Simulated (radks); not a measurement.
Problem. All-electron calculation, non-relativistic Kohn-Sham, LB94 model potential, spin-polarised, spherical densities, point nucleus; open shells are filled with parallel spins first (spin-orbit coupling, left out, can overturn this in heavy ions). Program: a radial shooting solver on a logarithmic mesh with Libxc functionals. Response by self-consistent Sternheimer equations with the Hartree and adiabatic LDA kernel. For heavy and open-shell atoms this level of theory can miss by tens of per cent. Rank Rb+, Sc3+, Br3+, Sr+, Sb, Fe, In (NIST ground configurations) by static dipole polarisability, largest first.

Solution. Sr+ 73.48, In 53.69, Fe 47.80, Sb 44.66, Rb+ 9.399, Br3+ 5.946, Sc3+ 2.212 bohr^3.
